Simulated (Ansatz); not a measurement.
`[NH]=[Nb]([NH2])([OH])[F]`, relaxed with RKS PBE0-D4/def2-TZVP in Ansatz 0.2.0 from a PBE-D4/def2-SVP geometry. The force threshold is 0.005 eV/Å; the program also tests the step.

The species carries charge 0 and has multiplicity 1. Nb takes the def2 core potential.

Start:

```xyz
9

N     1.434   -0.454    0.811
Nb    0.013   -0.471   -0.233
N    -0.191    1.423   -0.763
O    -1.544   -1.041    0.726
F     0.271   -1.585   -1.755
H     2.289   -0.580    1.359
H    -1.006    1.762   -1.289
H     0.414    2.211   -0.518
H    -1.681   -1.264    1.662
```

By how much does the energy fall, and how many steps does the optimiser take? (An estimate is asked.)

Ansatz gave: 0.93 kcal/mol, in 7 steps, 1 of them rejected.

Which bonds change most? (Estimate.)

The calculation gave: N1–Nb2 from 1.763 to 1.744 Å; N3–H7 from 1.027 to 1.011 Å; N3–H8 from 1.023 to 1.007 Å; N1–H6 from 1.023 to 1.008 Å.

Give the relaxed structure. (Best estimate.)

Computed: 
```xyz
9

N     1.414   -0.449    0.802
Nb    0.006   -0.459   -0.228
N    -0.192    1.422   -0.763
O    -1.532   -1.035    0.731
F     0.262   -1.573   -1.733
H     2.253   -0.568    1.348
H    -0.986    1.763   -1.288
H     0.422    2.181   -0.516
H    -1.648   -1.281    1.648
```
